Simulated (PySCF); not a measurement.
CH2Li2, SMILES [Li][CH2][Li]. Geometry: PBE-D3(BJ)/def2-TZVPD.

### Question
Give the equilibrium geometry at PBE-D3(BJ)/def2-TZVPD (PySCF confirms it by a frequency run) as a Z-matrix, and its point group. (Estimate from the structure and the level; the computed values follow.)

### Answer
point group C2v.
```
C
H 1 1.1113
H 1 1.1113 2 107.24
Li 1 1.9419 2 108.26 3 116.60
Li 1 1.9419 2 108.26 3 -116.60
```
